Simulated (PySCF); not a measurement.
trisilylamine (H₉NSi₃), SMILES [SiH3]N([SiH3])[SiH3].

The structure is a stationary point at B3LYP-D3(BJ)/def2-SVP. The geometry has at least one imaginary mode, so it is a saddle point at that level.

All values below come from TDDFT-M06-2X/def2-SVPD in PySCF.

Vertical excitations. Isolated molecule, no solvent.

Estimate the UV-visible absorptions. (An estimate is asked for; the answer gives what the named calculation found.)


```json
[
 {"state": "S1", "energy (eV)": "6.16", "λ (nm)": "201", "f": "0.001", "main pairs": "HOMO→LUMO 94 %"},
 {"state": "S2", "energy (eV)": "7.08", "λ (nm)": "175", "f": "0.002", "main pairs": "HOMO→LUMO+2 76 %, HOMO→LUMO+4 18 %"},
 {"state": "S3", "energy (eV)": "7.08", "λ (nm)": "175", "f": "0.002", "main pairs": "HOMO→LUMO+3 75 %, HOMO→LUMO+5 19 %"},
 {"state": "S4", "energy (eV)": "7.39", "λ (nm)": "168", "f": "0.089", "main pairs": "HOMO→LUMO+1 89 %"},
 {"state": "S5", "energy (eV)": "7.76", "λ (nm)": "160", "f": "0.002", "main pairs": "HOMO→LUMO+4 43 %, HOMO→LUMO+7 13 %, HOMO→LUMO+2 10 %, HOMO−2→LUMO 8 %"},
 {"state": "S6", "energy (eV)": "7.76", "λ (nm)": "160", "f": "0.002", "main pairs": "HOMO→LUMO+5 42 %, HOMO→LUMO+8 14 %, HOMO→LUMO+3 11 %, HOMO−3→LUMO 8 %"},
 {"state": "S7", "energy (eV)": "7.82", "λ (nm)": "159", "f": "0.001", "main pairs": "HOMO→LUMO+6 90 %"},
 {"state": "S8", "energy (eV)": "8.00", "λ (nm)": "155", "f": "0.000", "main pairs": "HOMO−1→LUMO 87 %"},
 {"state": "S9", "energy (eV)": "8.25", "λ (nm)": "150", "f": "0.000", "main pairs": "HOMO−2→LUMO 63 %, HOMO→LUMO+4 14 %"},
 {"state": "S10", "energy (eV)": "8.25", "λ (nm)": "150", "f": "0.000", "main pairs": "HOMO−3→LUMO 64 %, HOMO→LUMO+5 14 %"},
 {"state": "T1", "energy (eV)": "5.84", "λ (nm)": "212", "f": "0", "main pairs": "HOMO→LUMO 89 %"},
 {"state": "T2", "energy (eV)": "6.86", "λ (nm)": "181", "f": "0", "main pairs": "HOMO→LUMO+2 70 %, HOMO→LUMO+4 24 %"},
 {"state": "T3", "energy (eV)": "6.87", "λ (nm)": "181", "f": "0", "main pairs": "HOMO→LUMO+3 69 %, HOMO→LUMO+5 24 %"},
 {"state": "T4", "energy (eV)": "7.18", "λ (nm)": "173", "f": "0", "main pairs": "HOMO→LUMO+1 62 %, HOMO→LUMO+6 28 %"}
]
```
Triplets are in the Tamm–Dancoff approximation, which puts them higher than full response would, so one can lie above its singlet here.
